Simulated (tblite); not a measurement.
Compound: C3H8N2SSi.
Structure used (GFN2-xTB), in Å, numbered top down from 1:
```
atom  x, y, z in Å
N1    -3.3606    1.5961    0.6050
C2    -2.9448    0.5347    0.5115
C3    -2.3541   -0.7643    0.3936
S4    -0.6040   -0.7134    0.9687
C5     0.0869    0.4683   -0.2189
Si6    1.9572    0.6903    0.0826
N7     2.6187   -0.8740   -0.1755
H8    -2.3734   -1.1051   -0.6442
H9    -2.8633   -1.4816    1.0381
H10   -0.1087    0.0848   -1.2185
H11   -0.4393    1.4112   -0.0902
H12    2.1317    1.2843    1.4139
H13    2.4954    1.5576   -0.9633
H14    2.1391   -1.6734    0.2094
H15    3.6148   -1.0075   -0.1182
```

All values are computed: GFN2-xTB (tblite) harmonic vibrations without scaling, gas phase. Against measured fundamentals such values can be off by several per cent, at times by over 20. Modes of hydrogen on silicon can be 10 to 20 % off. One conformer, not necessarily the lowest.

Harmonic wavenumbers (cm⁻¹): 28.8, 46.7, 75.2, 130.1, 139.5, 203.3, 238.5, 262.2, 370.7, 493.4, 496.9, 528.1, 562.5, 660.3, 692.3, 705.8, 754.1, 784.8, 792.7, 833.3, 840.2, 918.4, 994.0, 1070.7, 1083.2, 1169.0, 1181.1, 1380.6, 1438.3, 1509.0, 2216.7, 2280.9, 2400.7, 2948.8, 2986.1, 2990.2, 3002.4, 3463.2, 3506.6.

A = 4196, B = 829.2, C = 730.9 MHz; mass 132.018 u (most abundant isotopes); point group C1, symmetry number 1.

**Question.** What is the zero-point energy?

**Answer.** ½Σν̃ = 23090 cm⁻¹ = 276.22 kJ/mol.

**Question.** What is S at 350 K and 1 bar for an ideal gas of classical rigid rotors and harmonic oscillators?

**Answer.** Translation 173.09, rotation 124.28, vibration 156.02: S = 453.4 J/(mol K).

**Question.** And Cp and H(350 K) − H(0)?

**Answer.** Cp = 173.71 J/(mol K), of which vibrations give 140.45 (their classical limit is 39 R = 324.3); H(350 K) − H(0) = 38.19 kJ/mol without the zero-point energy, 26.55 from vibrations.

**Question.** What must be added to the electronic energy to get the Gibbs energy at 350 K and 1 bar?

**Answer.** ZPE + [H(350 K) − H(0)] − T·S = 276.22 + 38.19 − 158.69 = 155.72 kJ/mol.

**Question.** Which modes carry the vibrational entropy at 350 K?

**Answer.** 28.8 cm⁻¹: 26.06; 46.7 cm⁻¹: 22.05; 75.2 cm⁻¹: 18.11; 130.1 cm⁻¹: 13.62; 139.5 cm⁻¹: 13.05; 203.3 cm⁻¹: 10.04 J/(mol K); the other 33 give 53.09 together.

**Question.** Blend soft modes into free rotors: weight 1/[1 + (100 cm⁻¹/ν̃)⁴] for the oscillator and the rest for a rotor with moment μB/(μ + B), μ = h/(8π²ν), B = 10⁻⁴⁴ kg m². What vibrational entropy results?

**Answer.** 137.64 J/(mol K) in place of 156.02, which changes −T·S at 350 K by +6.43 kJ/mol.

**Question.** How do the functions run with temperature in this model?

**Answer.** 
```csv
T (K),S (J/(mol K)),Cp (J/(mol K)),H − H(0) (kJ/mol),G − H(0) (kJ/mol),ln q(vib)
100,303.7,82.2,5.93,-24.44,2.64
200,372.1,119.8,16.01,-58.40,5.59
300,427.9,157.3,29.90,-98.46,8.33
500,522.2,212.2,67.32,-193.81,13.43
800,633.3,259.8,138.78,-367.89,20.24
1000,693.6,280.5,192.91,-500.73,24.26
```

q(vib) and H(0) count from the zero-point level.

Hindered rotation and anharmonicity are outside this model. Other conformers, if any are populated, would add a mixing term that is left out. The structure is chiral; the term R ln 2 for an equal mix with its mirror image is left out.
